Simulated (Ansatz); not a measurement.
`C[N](C)[Sn]([Cl])([Cl])[N](C)C` and `C[N](C)[Sn]([Cl])([N](C)C)[N](C)C` differ in one atom or group.

Ansatz, PBE0-D4/def2-TZVP geometries, multiplicity 1. Each molecule was computed in one conformer, which needn't be the lowest.

Elements past krypton have def2 core potentials.

| property | `C[N](C)[Sn]([Cl])([Cl])[N](C)C` |
| --- | --- |
| size of the dipole moment (B3LYP/def2-TZVPP) / D | 2.72 |
| LUMO energy (PBE/def2-TZVPP) / eV | -2.45 |
| HOMO energy (PBE/def2-TZVPP) / eV | -5.37 |
| HOMO–LUMO gap (B3LYP/def2-TZVPP) / eV | 4.66 |
| HOMO–LUMO gap (PBE0/def2-TZVPP) / eV | 5.16 |
| size of the dipole moment (ωB97M-V/def2-TZVPP) / D | 2.56 |

(1) Give the same properties after the change, and the shifts. (An estimate is asked.)

## Answers

(1) The calculation gave: 
```
                                          property  `C[N](C)[Sn]([Cl])([N](C)C)[N](C)C`  shift
  size of the dipole moment (B3LYP/def2-TZVPP) / D                                 2.41  -0.31
                 LUMO energy (PBE/def2-TZVPP) / eV                                -1.65   0.80
                 HOMO energy (PBE/def2-TZVPP) / eV                                -4.90   0.47
             HOMO–LUMO gap (B3LYP/def2-TZVPP) / eV                                 5.06   0.40
              HOMO–LUMO gap (PBE0/def2-TZVPP) / eV                                 5.56   0.40
size of the dipole moment (ωB97M-V/def2-TZVPP) / D                                 2.36  -0.20
```

With PBE0 the HOMO rises by 0.47 eV and the LUMO rises by 0.87 eV, so the gap widens by about 0.40 eV. PBE moves the HOMO by 0.47 eV and ωB97M-V by 0.45 eV. Dipoles are sizes alone; their direction can turn.

B3LYP here is the variant with VWN-RPA as its local correlation; programs differ in this.
